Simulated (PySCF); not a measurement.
PySCF input file for C3H11BSi, SMILES CB(C)C[SiH3], PBE0-D3(BJ)/def2-SVP. Geometry optimised at PBE0-D3(BJ)/def2-SVP. This is a generated structure with no PubChem entry under its InChIKey; it may be hypothetical. One conformer was computed; it need not be the lowest.

```python
import numpy as np
from pyscf import gto, scf, dft, df
from pyscf.hessian import thermo

mol = gto.M(
    atom='''
    Si    1.79848937   -0.30443400   -0.11695441
    C     0.29268540   -0.12734815    1.01024125
    B    -0.96344412    0.15217548    0.12058840
    C    -1.41450030    1.63623104   -0.14824782
    C    -1.75282775   -1.03384063   -0.54964225
    H     3.03737894   -0.53103122    0.68992468
    H     1.99486992    0.93114056   -0.93731763
    H     1.62811417   -1.46032584   -1.05075559
    H     0.22936078   -1.07557846    1.57008599
    H     0.53260285    0.69648130    1.70343385
    H    -1.95824990    1.77924769   -1.09468900
    H    -2.13159606    1.88287008    0.65963535
    H    -0.60295382    2.37651441   -0.07462028
    H    -2.83984205   -0.85195117   -0.56930172
    H    -1.44564542   -1.06755857   -1.61300796
    H    -1.55781397   -2.02886382   -0.12307488
    ''',
    basis='def2-SVP',
    charge=0,
    spin=0,
    max_memory=1600,
    verbose=3,
)
mf = dft.RKS(mol, xc='pbe0').density_fit(auxbasis='def2-universal-jkfit')
mf.disp = 'd3bj'
mf.grids.level = 3
mf.conv_tol = 1e-11
mf.max_cycle = 100
mf.kernel()

# analytic Hessian; the response equations are solved on a coarser grid
h, args, fine = mf.Hessian(), (mf.mo_energy, mf.mo_coeff, mf.mo_occ), mf.grids
h.max_memory = max(150, 2.5e-5 * df.make_auxmol(mol, mf.with_df.auxbasis).nao * mol.nelec[0] * (mol.nelec[0] + mol.nao))  # MB; small integral blocks
h1ao = h.make_h1(mf.mo_coeff, mf.mo_occ)
mf.grids = dft.Grids(mol).set(level=1).build(with_non0tab=True)
mo1, mo_e1 = h.solve_mo1(*args, h1ao)
mf.grids = fine
hess = h.hess_elec(*args, mo1, mo_e1, h1ao) + h.hess_nuc()
if mf.do_disp():
    hess += h.get_dispersion()
for i in range(mol.natm):  # the analytic DFT Hessian lacks the response of the grid: restore translational invariance
    hess[i, i] -= hess[i].sum(axis=0)
hess = (hess + hess.transpose(1, 0, 3, 2)) / 2
vib = thermo.harmonic_analysis(mol, hess, imaginary_freq=False)
thermo.dump_normal_mode(mol, vib)
th = thermo.thermo(mf, vib['freq_au'][vib['freq_au'] > 0], 298.15, 101325)
thermo.dump_thermo(mol, th)
g0 = mf.nuc_grad_method().set(verbose=0).kernel()

# dipole derivatives [dipole axis, atom, xyz] from the same response
r, irp = mol.intor('int1e_r'), mol.intor('int1e_irp').reshape(3, 3, mol.nao, mol.nao)
sl, dm0, ok = mol.aoslice_by_atom(), np.array(mf.make_rdm1()), []
dmu = np.einsum('a,xt->xat', mol.atom_charges(), np.eye(3))
for a, (_, _, p0, p1) in enumerate(sl):
    dmu[:, a] += 2 * np.einsum('xtij,ij->xt', irp[:, :, :, p0:p1], dm0.reshape(-1, mol.nao, mol.nao).sum(0)[:, p0:p1])
    for u, c, occ, f in [(mo1, mf.mo_coeff, mf.mo_occ, 4)]:
        dmu[:, a] -= f * np.einsum('tui,xuv,vi->xt', u[a], r, c[:, occ > 0], optimize=True)
L = vib['norm_mode']
ir = 974.8801 * (np.einsum('xat,kat->kx', dmu, L) ** 2).sum(1)       # km/mol
apt = np.einsum('xax->a', dmu) / 3
print('mode   freq/cm-1   IR/(km/mol)')
for k, w in enumerate(vib['freq_wavenumber']):
    print(f'{k + 1:4d} {w:11.2f} {ir[k]:13.3f}')
print('max |gradient| / (hartree/bohr):', abs(g0).max())
print('APT charges:', apt.round(4))
```

It prints:

```
converged SCF energy = -434.802551848753

WARN: DFTD3 does not support analytical Hessian, using finite difference


WARN: Mole.unit (angstrom) is changed to Bohr

Mode                                 0                   1                   2
Irrep
Freq [cm^-1]                       55.4956             76.7227            118.4940
Reduced mass [au]                   1.9943              1.1177              1.4727
Force const [Dyne/A]                0.0036              0.0039              0.0122
Char temp [K]                      79.8457            110.3869            170.4865
Normal mode                   x     y     z       x     y     z       x     y     z
       0  Si                 0.01  0.06 -0.00    0.02  0.02  0.02   -0.06  0.03 -0.01
       1   C                -0.01 -0.09 -0.01   -0.01 -0.02 -0.01   -0.01 -0.04  0.06
       2   B                -0.01 -0.04  0.01    0.00 -0.02 -0.03    0.03 -0.03  0.02
       3   C                 0.09 -0.02 -0.05    0.02 -0.01 -0.04    0.10 -0.01 -0.02
       4   C                -0.10 -0.01  0.06   -0.05 -0.01  0.01    0.02  0.00 -0.02
       5   H                -0.01 -0.04 -0.01   -0.03 -0.14  0.05    0.05  0.40 -0.07
       6   H                 0.02  0.18  0.17    0.12  0.10  0.17   -0.35 -0.09 -0.25
       7   H                 0.04  0.19 -0.16   -0.01  0.13 -0.12    0.07 -0.17  0.21
       8   H                 0.01 -0.13 -0.06   -0.02 -0.03 -0.03    0.01 -0.06  0.04
       9   H                -0.03 -0.13  0.05   -0.03 -0.03  0.01   -0.02 -0.05  0.07
      10   H                 0.20 -0.01 -0.11   -0.14 -0.03  0.06    0.23  0.01 -0.09
      11   H                 0.00  0.01 -0.14    0.21  0.10  0.09   -0.00  0.01 -0.11
      12   H                 0.11 -0.05  0.03    0.09 -0.07 -0.23    0.11 -0.03  0.09
      13   H                -0.07  0.13 -0.12   -0.08 -0.12  0.47    0.01 -0.04  0.17
      14   H                 0.06 -0.18  0.11   -0.47  0.23 -0.11   -0.15  0.14 -0.07
      15   H                -0.28  0.02  0.20    0.21 -0.06 -0.23    0.11 -0.03 -0.15
Mode                                 3                   4                   5
Irrep
Freq [cm^-1]                      123.0075            136.7677            312.6083
Reduced mass [au]                   1.1835              1.6342              1.9988
Force const [Dyne/A]                0.0106              0.0180              0.1151
Char temp [K]                     176.9804            196.7782            449.7738
Normal mode                   x     y     z       x     y     z       x     y     z
       0  Si                 0.04  0.01  0.02    0.08 -0.01  0.02   -0.02  0.00  0.01
       1   C                -0.01 -0.02 -0.04    0.01 -0.01 -0.07   -0.05  0.04 -0.07
       2   B                -0.03 -0.02 -0.02   -0.01  0.01 -0.03   -0.04  0.01 -0.09
       3   C                 0.00  0.00  0.03   -0.06  0.00  0.02    0.07  0.07  0.07
       4   C                -0.06  0.00 -0.01   -0.09  0.03  0.02    0.02 -0.11  0.02
       5   H                 0.05  0.33  0.08    0.05  0.17  0.11   -0.07 -0.01  0.08
       6   H                -0.12 -0.10 -0.19    0.03 -0.09 -0.11    0.06 -0.01  0.00
       7   H                 0.23 -0.17  0.21    0.21 -0.13  0.14    0.03 -0.01  0.01
       8   H                -0.01 -0.02 -0.04    0.01 -0.01 -0.06   -0.06  0.06 -0.04
       9   H                -0.04 -0.02 -0.04   -0.00 -0.01 -0.06   -0.08  0.06 -0.10
      10   H                -0.31  0.01  0.21    0.17  0.03 -0.11    0.14  0.32  0.07
      11   H                 0.33  0.13  0.28   -0.32 -0.16 -0.17    0.06 -0.00  0.08
      12   H                 0.11 -0.08 -0.29   -0.16  0.08  0.30    0.16 -0.04  0.26
      13   H                -0.05  0.08 -0.15   -0.09  0.04  0.18   -0.00 -0.25  0.07
      14   H                 0.07 -0.08  0.02   -0.24  0.06 -0.02   -0.04 -0.24  0.01
      15   H                -0.17  0.01  0.06   -0.05  0.01 -0.04    0.16 -0.02  0.16
Mode                                 6                   7                   8
Irrep
Freq [cm^-1]                      336.3078            397.6001            530.3546
Reduced mass [au]                   1.9940              1.7541              1.0610
Force const [Dyne/A]                0.1329              0.1634              0.1758
Char temp [K]                     483.8721            572.0580            763.0622
Normal mode                   x     y     z       x     y     z       x     y     z
       0  Si                 0.00 -0.01 -0.00   -0.03  0.00  0.02    0.01  0.04  0.00
       1   C                -0.03 -0.12 -0.03    0.01 -0.02  0.03    0.00  0.02  0.00
       2   B                -0.02  0.09  0.01    0.14  0.02 -0.13   -0.00 -0.01  0.00
       3   C                -0.06  0.08 -0.04   -0.01 -0.02 -0.01    0.00 -0.01  0.01
       4   C                 0.08  0.00  0.07    0.02  0.03  0.01   -0.00 -0.01 -0.01
       5   H                -0.00  0.09  0.04    0.04  0.01 -0.08   -0.03 -0.20 -0.00
[...]
Irrep
Freq [cm^-1]                     2227.5840           3028.8232           3032.2842
Reduced mass [au]                   1.0480              1.0438              1.0435
Force const [Dyne/A]                3.0640              5.6420              5.6529
Char temp [K]                    3204.9974           4357.8023           4362.7819
Normal mode                   x     y     z       x     y     z       x     y     z
       0  Si                -0.01 -0.03 -0.02   -0.00 -0.00 -0.00   -0.00 -0.00 -0.00
       1   C                -0.00 -0.00 -0.00   -0.00 -0.00  0.00   -0.00 -0.00 -0.00
       2   B                -0.00 -0.00 -0.00    0.00  0.00 -0.00    0.00  0.00  0.00
       3   C                 0.00  0.00  0.00    0.03 -0.04 -0.02   -0.01  0.01  0.01
       4   C                -0.00  0.00  0.00   -0.00 -0.01 -0.01   -0.01 -0.03 -0.04
       5   H                 0.21 -0.05  0.13   -0.00  0.00  0.00    0.00  0.00  0.00
       6   H                 0.02  0.15 -0.12   -0.00 -0.00  0.00   -0.00  0.00  0.00
       7   H                 0.10  0.71  0.57    0.00  0.00  0.00    0.00  0.00  0.00
       8   H                -0.00 -0.00  0.00    0.00  0.01 -0.00   -0.00 -0.02  0.01
       9   H                 0.00 -0.00 -0.01   -0.00 -0.01 -0.00    0.00  0.02  0.01
      10   H                 0.00 -0.00 -0.00   -0.19  0.04 -0.35    0.06 -0.01  0.11
      11   H                 0.00  0.00  0.00   -0.48  0.16  0.54    0.16 -0.05 -0.18
      12   H                -0.00  0.00  0.00    0.31  0.26  0.02   -0.10 -0.08 -0.01
      13   H                 0.00  0.00  0.00    0.14 -0.03 -0.00    0.43 -0.08 -0.00
      14   H                 0.00 -0.00 -0.00   -0.06  0.01  0.22   -0.20  0.02  0.69
      15   H                 0.00 -0.00 -0.00   -0.03  0.12 -0.06   -0.08  0.36 -0.17
Mode                                36                  37                  38
Irrep
Freq [cm^-1]                     3063.2511           3113.4731           3115.5565
Reduced mass [au]                   1.0581              1.0914              1.0903
Force const [Dyne/A]                5.8496              6.2332              6.2355
Char temp [K]                    4407.3363           4479.5946           4482.5921
Normal mode                   x     y     z       x     y     z       x     y     z
       0  Si                 0.00 -0.00  0.00   -0.00 -0.00  0.00    0.00  0.00 -0.00
       1   C                 0.01 -0.00  0.06   -0.00 -0.00 -0.00   -0.00 -0.00 -0.00
       2   B                -0.00  0.00 -0.00   -0.00  0.00 -0.00    0.00 -0.00 -0.00
       3   C                -0.00  0.00  0.00   -0.02 -0.01  0.04    0.03  0.02 -0.05
       4   C                -0.00 -0.00 -0.00    0.05  0.01 -0.05    0.03  0.01 -0.03
       5   H                -0.00  0.00 -0.00    0.00  0.00  0.00    0.00 -0.00  0.00
       6   H                -0.00  0.00 -0.00    0.00  0.00 -0.00   -0.00 -0.00  0.00
       7   H                -0.00 -0.00 -0.00    0.00  0.00  0.00   -0.00  0.00  0.00
       8   H                 0.04  0.58 -0.33    0.00  0.02 -0.01   -0.00 -0.00  0.00
       9   H                -0.15 -0.53 -0.43    0.00  0.01  0.01    0.00  0.01  0.00
      10   H                 0.01 -0.00  0.01   -0.16  0.04 -0.27    0.22 -0.05  0.36
      11   H                 0.01 -0.00 -0.01    0.21 -0.08 -0.23   -0.30  0.12  0.33
      12   H                -0.01 -0.01 -0.00    0.23  0.21  0.03   -0.34 -0.31 -0.04
      13   H                 0.01 -0.00  0.00   -0.53  0.09 -0.02   -0.36  0.06 -0.01
      14   H                -0.01  0.00  0.02   -0.12  0.02  0.46   -0.09  0.02  0.33
      15   H                -0.00  0.00 -0.00    0.06 -0.27  0.11    0.05 -0.19  0.08
Mode                                39                  40                  41
Irrep
Freq [cm^-1]                     3138.3249           3156.5894           3157.1986
Reduced mass [au]                   1.1059              1.1048              1.1041
Force const [Dyne/A]                6.4174              6.4859              6.4840
Char temp [K]                    4515.3509           4541.6294           4542.5059
Normal mode                   x     y     z       x     y     z       x     y     z
       0  Si                -0.00 -0.00 -0.00   -0.00 -0.00 -0.00   -0.00 -0.00 -0.00
       1   C                -0.01 -0.09 -0.01   -0.00 -0.00  0.00   -0.00 -0.00 -0.00
       2   B                -0.00 -0.00 -0.00    0.00 -0.00 -0.00    0.00 -0.00  0.00
       3   C                 0.00  0.00  0.00   -0.05 -0.02 -0.04    0.05  0.02  0.03
       4   C                -0.00  0.00 -0.00    0.04 -0.04  0.02    0.04 -0.05  0.02
       5   H                 0.00  0.00  0.00   -0.00  0.00  0.00   -0.00 -0.00  0.00
       6   H                 0.00  0.00 -0.00    0.00  0.00 -0.00    0.00  0.00 -0.00
       7   H                -0.00  0.00  0.00    0.00  0.00  0.00    0.00  0.00 -0.00
       8   H                 0.04  0.58 -0.35    0.00  0.03 -0.02    0.00  0.01 -0.01
       9   H                 0.14  0.49  0.42    0.01  0.02  0.02    0.00  0.01  0.01
      10   H                -0.00  0.00 -0.00    0.24 -0.07  0.43   -0.22  0.06 -0.40
      11   H                -0.00  0.00  0.00   -0.01 -0.00 -0.00    0.01  0.00  0.01
      12   H                -0.01 -0.01 -0.00    0.35  0.32  0.03   -0.33 -0.31 -0.03
      13   H                 0.04 -0.01  0.00   -0.37  0.06 -0.00   -0.38  0.06 -0.00
      14   H                 0.00  0.00 -0.01    0.03 -0.01 -0.06    0.03 -0.01 -0.08
      15   H                 0.01 -0.02  0.01   -0.09  0.48 -0.21   -0.10  0.51 -0.22
temperature 298.1500 [K]
pressure 101325.00 [Pa]
Rotational constants [GHz] 5.37290 2.16212 1.83959
Symmetry number 1
Zero-point energy (ZPE) 0.12906 [Eh]   338848.376 [J/mol]
                           tot       elec      trans        rot        vib
Entropy [J/mol/K]       380.769      0.000    164.301    113.433    103.035
Cv [J/mol/K]            128.644      0.000     12.472     12.472    103.700
Cp [J/mol/K]            136.958      0.000     20.786     12.472    103.700
Internal energy [J/mol]                      3718.434   3718.434 354703.419
Internal energy [Eh]   -434.66462  -434.80255
Enthalpy [J/mol]                             6197.391   3718.434 354703.419
Enthalpy [Eh]          -434.66368
Gibbs free energy [J/mol]                  -42789.066 -30101.537 323983.422
Gibbs free energy [Eh] -434.70692
mode   freq/cm-1   IR/(km/mol)
   1       55.50         0.153
   2       76.72         0.448
   3      118.49         0.015
   4      123.01         0.090
   5      136.77         0.791
   6      312.61         1.048
   7      336.31         0.044
   8      397.60         1.716
   9      530.35         8.972
  10      576.44         6.206
  11      648.01         8.874
  12      682.49        13.091
  13      741.49         5.189
  14      800.33        11.950
  15      835.64         9.810
  16      870.51        13.232
  17      918.31        36.789
  18      928.39       220.021
  19      947.37        61.767
  20      950.30        32.700
  21      986.19        33.036
  22     1036.59        66.273
  23     1186.40        16.438
  24     1200.36       164.737
  25     1305.39        83.979
  26     1331.55       131.248
  27     1404.46        18.331
  28     1416.38         1.893
  29     1422.98         9.548
  30     1444.02         4.843
  31     1447.48         8.370
  32     2223.76        83.861
  33     2225.74       116.716
  34     2227.58       109.422
  35     3028.82         0.844
  36     3032.28         0.243
  37     3063.25         2.167
  38     3113.47         3.963
  39     3115.56        16.734
  40     3138.32         2.580
  41     3156.59        11.463
  42     3157.20        18.424
max |gradient| / (hartree/bohr): 4.848301297195007e-05
APT charges: [ 1.0431e+00 -6.4030e-01  8.0530e-01 -3.0370e-01 -2.9830e-01 -2.6130e-01
 -2.5030e-01 -2.5020e-01  2.8200e-02  2.4700e-02  9.5000e-03  3.0500e-02
  1.1200e-02  1.9300e-02  3.3100e-02 -1.0000e-03]
```

The run converged.

Cost: around 5 core-minutes (rough).
